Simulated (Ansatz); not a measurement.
H4GeSi, SMILES `[SiH3][GeH]` (lower singlet) (charge 0, multiplicity 1). This singlet lies 0.65 eV below the relaxed triplet at the level frozen-core CCSD(T)/cc-pVTZ // PBE0-D3(BJ)/def2-TZVP (Ansatz, an electronic-structure program).

Z-matrix (Å, degrees):
```
Si
H 1 1.4891
H 1 1.4929 2 107.79
H 1 1.4932 2 107.76 3 -116.16
Ge 1 2.4523 2 114.28 4 -121.68
H 5 1.5956 1 87.11 2 -179.51
```
Charge 0, multiplicity 1.

The restricted HF start is unstable towards unrestricted orbitals.

Task: Give the natural occupations of the active orbitals, the CASSCF energy and the corrected energy for frozen-core fic-MRCISD+Q@CASSCF(2e,2o)/cc-pVTZ // PBE0-D3(BJ)/def2-TZVP run with Ansatz.

Result: 
The natural occupations comes out as 1.93, 0.07. The CASSCF energy is -2366.6491 Ha, the corrected energy comes out as -2366.9788 Ha and the weight of the reference is 0.887.
